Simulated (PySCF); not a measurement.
```xyz
6

C     -0.3618     0.0670    -0.0160
N      1.0058     0.4826     0.0174
H     -0.6277    -0.5097     0.8836
H     -1.0270     0.9295    -0.0835
H     -0.5637    -0.6010    -0.8674
H      1.5745    -0.3684     0.0659
```

Charge 0, multiplicity 2.

### Question
Give the Mulliken and meta-Löwdin atomic charges from PBE0-D4/def2-TZVP run with PySCF.

### Answer

```tsv
atom	Mulliken (e)	meta-Löwdin (e)
C1	-0.28	-0.25
N2	-0.32	-0.33
H3	0.13	0.12
H4	0.14	0.12
H5	0.13	0.12
H6	0.20	0.21
```
